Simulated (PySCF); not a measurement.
Ge(H)2(Me)(OMe) (C2H8GeO), SMILES [GeH2]([CH3])[O]C.

The structure is a stationary point at PBE-D3(BJ)/def2-SVP. This is a generated structure with no PubChem entry under its InChIKey; it may be hypothetical. Other conformers were not sampled.

All values below come from TDA-B3LYP/def2-SVPD run with PySCF.

Vertical excitations. Gas-phase values at a fixed geometry. State labels are in the subgroup Cs.

Computed excitation energies, oscillator strengths and character:
```tsv
state	symmetry	energy (eV)	λ (nm)	f	main pairs
S1	A"	6.42	193	0.000	HOMO→LUMO 86 %
S2	A"	6.77	183	0.030	HOMO→LUMO+1 91 %
S3	A"	7.03	176	0.020	HOMO→LUMO+2 93 %
S4	A'	7.36	168	0.043	HOMO−1→LUMO 73 %, HOMO−1→LUMO+1 22 %
S5	A'	7.68	161	0.026	HOMO−1→LUMO+1 74 %, HOMO−1→LUMO 19 %
S6	A"	7.69	161	0.001	HOMO→LUMO+3 97 %
S7	A'	7.89	157	0.076	HOMO−1→LUMO+2 87 %
S8	A'	8.02	155	0.025	HOMO−2→LUMO 80 %
S9	A"	8.10	153	0.008	HOMO→LUMO+4 94 %
S10	A'	8.24	150	0.008	HOMO−2→LUMO+1 83 %
T1	A"	6.06	205	0	HOMO→LUMO 77 %, HOMO→LUMO+2 15 %
T2	A"	6.60	188	0	HOMO→LUMO+1 90 %
T3	A'	6.84	181	0	HOMO−1→LUMO 79 %, HOMO−1→LUMO+2 14 %
T4	A"	6.89	180	0	HOMO→LUMO+2 76 %, HOMO→LUMO 18 %
```
Triplets are in the Tamm–Dancoff approximation.
